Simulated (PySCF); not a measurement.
Si(Me)3(SMe), SMILES CS[Si](C)(C)C, GFN2-xTB optimised geometry.

```
18

C     -0.26    -2.19    -1.74
S     -0.99    -0.52    -1.85
Si    -0.27     0.37     0.00
C      1.64     0.37     0.00
C     -0.96     2.13     0.00
C     -0.92    -0.64     1.48
H      0.83    -2.11    -1.71
H     -0.63    -2.69    -0.86
H     -0.56    -2.72    -2.63
H      2.03     0.93     0.84
H      2.04     0.81    -0.91
H      2.05    -0.64     0.08
H     -0.66     2.66     0.89
H     -0.61     2.69    -0.86
H     -2.05     2.13    -0.03
H     -0.47    -1.63     1.52
H     -2.00    -0.77     1.43
H     -0.69    -0.15     2.42
```

Density from B3LYP/def2-SVP (PySCF) at that geometry.

Minimum of the electron density along straight lines between bonded atoms, close to the bond critical point (lines longer than 1.1 times the sum of covalent radii, or with two minima, are not listed):

| bond | length / Å | ρ at the minimum / e bohr⁻³ | ∇²ρ there / e bohr⁻⁵ | position (fraction from the first atom) |
|---|---|---|---|---|
| C1–S2 | 1.821 | … | -0.31 | 0.47 |
| S2–Si3 | 2.178 | … | … | 0.65 |
| Si3–C4 | 1.908 | 0.110 | 0.31 | 0.38 |
| Si3–C5 | 1.898 | 0.112 | 0.31 | 0.38 |
| Si3–C6 | 1.908 | 0.110 | 0.31 | 0.38 |
| C1–H7 | 1.085 | 0.281 | -1.06 | 0.64 |
| C1–H8 | 1.085 | 0.281 | -1.06 | 0.64 |
| C1–H9 | 1.085 | 0.281 | -1.06 | 0.64 |
| C4–H10 | 1.086 | 0.272 | -0.97 | 0.62 |
| C4–H11 | 1.087 | 0.273 | -0.98 | 0.63 |
| C4–H12 | 1.087 | 0.272 | -0.97 | 0.62 |
| C5–H13 | 1.085 | 0.273 | -0.97 | 0.62 |
| C5–H14 | 1.085 | 0.273 | -0.98 | 0.63 |
| C5–H15 | 1.085 | 0.273 | -0.98 | 0.63 |
| C6–H16 | 1.087 | 0.272 | -0.97 | 0.62 |
| C6–H17 | 1.087 | 0.273 | -0.98 | 0.63 |
| C6–H18 | 1.086 | 0.272 | -0.97 | 0.62 |

Question: Fill in the missing entries.

Answer: 
- C1–S2, ρ at the minimum / e bohr⁻³: 0.176
- S2–Si3, ρ at the minimum / e bohr⁻³: 0.090
- S2–Si3, ∇²ρ there / e bohr⁻⁵: 0.13
